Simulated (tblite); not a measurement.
C6H11OP.
Z-matrix (Å and degrees, GFN2-xTB geometry), rows numbered from 1:
```
C 
O   1  1.4074
C   2  1.3553  1  116.89
C   3  1.3302  2  130.39  1     0.20
C   4  1.4989  3  115.80  2  -178.49
C   5  1.5355  4  108.02  3   -13.30
P   3  1.8364  2  114.37  1  -179.57
C   7  1.8607  3   96.68  2    88.96
H   1  1.0886  2  106.29  3   179.45
H   1  1.0952  2  111.11  3    60.24
H   1  1.0949  2  111.04  3   -61.33
H   4  1.0787  3  125.23  2    -0.30
H   5  1.0955  4  109.64  3   107.66
H   5  1.0928  4  110.75  3  -134.65
H   6  1.0905  5  112.70  4   141.87
H   6  1.0927  5  109.99  4   -98.26
H   8  1.0882  7  108.39  3   -72.78
H   8  1.0886  7  108.79  3   169.26
H   8  1.0884  7  111.42  3    47.95
```

Computed with GFN2-xTB (tblite): harmonic, unscaled wavenumbers at the GFN2-xTB geometry, gas phase. This tight-binding method is rough: wavenumbers can miss measured ones by several per cent, in bad cases by 10 to 20. One conformer, not necessarily the lowest.

Harmonic wavenumbers (cm⁻¹): 77.3, 100.3, 162.3, 190.8, 192.0, 218.5, 239.9, 263.8, 357.5, 463.8, 504.8, 611.8, 677.4, 714.4, 732.5, 752.7, 776.8, 871.4, 884.3, 952.5, 964.7, 1020.4, 1089.4, 1114.7, 1123.9, 1146.4, 1163.4, 1189.3, 1233.8, 1258.6, 1298.6, 1304.2, 1398.3, 1439.2, 1450.3, 1453.6, 1465.3, 1483.7, 1489.8, 1683.6, 2914.2, 2926.9, 2944.4, 2956.6, 2964.2, 2983.2, 3001.3, 3011.0, 3018.8, 3027.6, 3083.3.

A = 2578, B = 1411, C = 1080 MHz; mass 130.055 u (most abundant isotopes); point group C1, symmetry number 1.

Zero-point energy?

Half the sum of the wavenumbers: 34174 cm⁻¹ = 408.81 kJ/mol.

Entropy at 273.15 K, 1 bar (ideal gas, RRHO, classical rotation)?

Translation 167.75, rotation 119.38, vibration 95.60: S = 382.7 J/(mol K).

And Cp and H(273.15 K) − H(0)?

Cp = 143.69 J/(mol K), of which vibrations give 110.43 (their classical limit is 51 R = 424.0); H(273.15 K) − H(0) = 23.87 kJ/mol without the zero-point energy, 14.79 from vibrations.

Which modes carry the vibrational entropy at 273.15 K?

77.3 cm⁻¹: 15.84; 100.3 cm⁻¹: 13.72; 162.3 cm⁻¹: 9.87; 190.8 cm⁻¹: 8.61; 192.0 cm⁻¹: 8.57; 218.5 cm⁻¹: 7.59 J/(mol K); the other 45 give 31.40 together.

What must be added to the electronic energy to get the Gibbs energy at 273.15 K and 1 bar?

ZPE + [H(273.15 K) − H(0)] − T·S = 408.81 + 23.87 − 104.54 = 328.14 kJ/mol.

How do the functions run with temperature in this model?

| T (K) | S (J/(mol K)) | Cp (J/(mol K)) | H − H(0) (kJ/mol) | G − H(0) (kJ/mol) | ln q(vib) |
| --- | --- | --- | --- | --- | --- |
| 100 | 278.8 | 74.7 | 4.99 | -22.88 | 1.01 |
| 200 | 342.9 | 113.9 | 14.46 | -54.11 | 3.25 |
| 300 | 396.7 | 155.0 | 27.88 | -91.13 | 5.63 |
| 500 | 494.7 | 231.7 | 66.89 | -180.45 | 10.45 |
| 800 | 621.5 | 307.2 | 148.72 | -348.47 | 17.56 |
| 1000 | 693.8 | 340.2 | 213.63 | -480.15 | 22.02 |

q(vib) and H(0) count from the zero-point level.

Blend soft modes into free rotors: weight 1/[1 + (100 cm⁻¹/ν̃)⁴] for the oscillator and the rest for a rotor with moment μB/(μ + B), μ = h/(8π²ν), B = 10⁻⁴⁴ kg m². What vibrational entropy results?

92.30 J/(mol K) in place of 95.60, which changes −T·S at 273.15 K by +0.90 kJ/mol.

Hindered rotation and anharmonicity are outside this model. Other conformers, if any are populated, would add a mixing term that is left out. The structure is chiral; the term R ln 2 for an equal mix with its mirror image is left out.

On one thread of an Arm Neoverse V1, shared host, this took 0.71 s wall. The figure is for the frequency step alone.
